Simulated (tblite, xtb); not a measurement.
F₄OW, charge -1, doublet, geometry from GFN2-xTB (such geometries of metal compounds can be far from the true shape) (the multiplicity is a formal guess). Base run: xtb 6.7.1 with GFN1-xTB.

xtb was given this input:
```
$ xtb mol.xyz --gfn 1 --chrg -1 --uhf 1 --json

# file mol.xyz
6

W      0.06830354    -0.08411416     0.04394939
O      1.05674556    -1.30135662     0.67995486
F     -0.97134487    -0.69572284    -1.53092736
F      0.22087672     1.61990623     1.04804436
F      0.98756622     0.99128778    -1.34660359
F     -1.73803437    -0.06710439     0.86372059
```

Programs used: tblite, xtb; a row that names a program was run with it.

Each row names what was changed in the base input (with any setting that the change needs).

```json
[
 {"change": "base", "ΔE vs base (mEh)": "0.000", "SCF cycles": "8"},
 {"change": "program = tblite; method = gfn1", "ΔE vs base (mEh)": "0.000", "SCF cycles": "-"},
 {"change": "program = tblite; method = gfn1; option = (--alpb, water)", "ΔE vs base (mEh)": "-81.511", "SCF cycles": "-"},
 {"change": "program = tblite; method = gfn1; option = (--guess, eeq)", "ΔE vs base (mEh)": "0.000", "SCF cycles": "-"},
 {"change": "program = tblite; method = gfn1; option = (--etemp, 2000)", "ΔE vs base (mEh)": "-0.006", "SCF cycles": "-"},
 {"change": "acc = 0.0001", "ΔE vs base (mEh)": "0.000", "SCF cycles": "11"},
 {"change": "acc = 30", "ΔE vs base (mEh)": "0.000", "SCF cycles": "7"},
 {"change": "program = tblite; method = gfn1; option = (--efield, 0,0,0.1)", "ΔE vs base (mEh)": "-0.083", "SCF cycles": "-"},
 {"change": "etemp = 1000", "ΔE vs base (mEh)": "0.000", "SCF cycles": "8"},
 {"change": "alpb = hexane", "ΔE vs base (mEh)": "-44.965", "SCF cycles": "8"}
]
```

ALPB and GBSA are two models with their own fitted parameters for each solvent, which aren't always the measured dielectric constant.
